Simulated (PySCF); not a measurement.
This script is equivalent to a calculation on Sr²⁺ (strontium, charge +2).

```python
from pyscf import gto, scf, dft, mp, cc
import basis_set_exchange as bse
mol = gto.M(atom="Sr 0 0 0", charge=2, spin=0, symmetry="D2h",
            basis=gto.basis.parse(bse.get_basis("aug-cc-pwCVTZ-X2C", elements=["Sr"], fmt="nwchem", augment_diffuse=1)),
            nucmod="G")
mf = dft.UKS(mol, xc="PBE").sfx2c1e()
mf.irrep_nelec = {'Ag': (6, 6), 'B1g': (1, 1), 'B2g': (1, 1), 'B3g': (1, 1), 'B1u': (3, 3), 'B2u': (3, 3), 'B3u': (3, 3)}
mf.kernel()
```

**Question.** What total energy does it give?

**Answer.** -3178.27 hartree (calculated).

**Question.** Which occupied shell lies highest, and where?

**Answer.** 4p, at -36.513 eV.
